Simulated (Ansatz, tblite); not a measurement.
Removing and adding an electron: V2O7H4. Charge 0, multiplicity 1. Geometry: PBE-D4/def2-SVP. Ansatz, gas phase; energy differences of separate SCF runs; the oxidised species was run as a doublet alone; the reduced species was run as a doublet alone.

```xyz
13

V     0.341   -1.050    1.656
V    -0.466    0.542   -0.382
O     1.039   -0.133    0.164
O     0.544   -0.251    3.002
O     0.789   -2.763    1.903
O    -1.320   -0.155    0.840
O     0.808    0.908   -2.241
O    -0.752    2.274   -0.356
O    -0.586   -2.646    1.591
H    -1.302    2.688    0.339
H     0.493    0.343   -2.974
H    -1.247   -0.264   -1.577
H     1.659    0.507   -1.965
```

The xTB rows come from tblite. The structure holds one bond between oxygen atoms, so isomers without such links may lie far lower. HOMO above LUMO, or a gap near zero within one spin, warns that the state may not be the lowest or that an electron is smeared out. The structure comes from a short search, and lower isomers may exist.

**Question.** Estimate orbital energies and vertical ionisation energies and electron affinities at: GFN1-xTB; GFN2-xTB; PBE-D4/def2-TZVP; PBE-D4/def2-TZVPD; PBE0-D4/def2-TZVP.

**Answer.** 
```
            level  −HOMO (eV)  vertical IE (eV)  −LUMO (eV)  vertical EA (eV)  HOMO–LUMO gap (eV)  IE − EA (eV)                                                                remarks
         GFN1-xTB       13.12             16.57       12.08              9.11                1.05          7.46                                                                      –
         GFN2-xTB       12.06             15.12       10.91              8.03                1.15          7.09                                                                      –
 PBE-D4/def2-TZVP        5.80              8.95        4.51                 –                1.29             –                             gap within one spin near zero (+1 doublet)
PBE-D4/def2-TZVPD        5.83                 –        4.54              1.92                1.29             –  HOMO above zero (-1 doublet), restricted SCF unstable in HF (singlet)
PBE0-D4/def2-TZVP        7.24              9.07        3.69                 –                3.56             –                                restricted SCF unstable in HF (singlet)
```

Run but left out: HF/def2-TZVP (singlet: restricted singlet, unstable towards broken spin symmetry).   A HOMO above zero means that the electron is unbound at that level or that self-interaction error raises the level; the energy of removing that electron tells which. Raw xTB energy differences between charge states are shifted by several eV; the methods need an empirical correction for them.
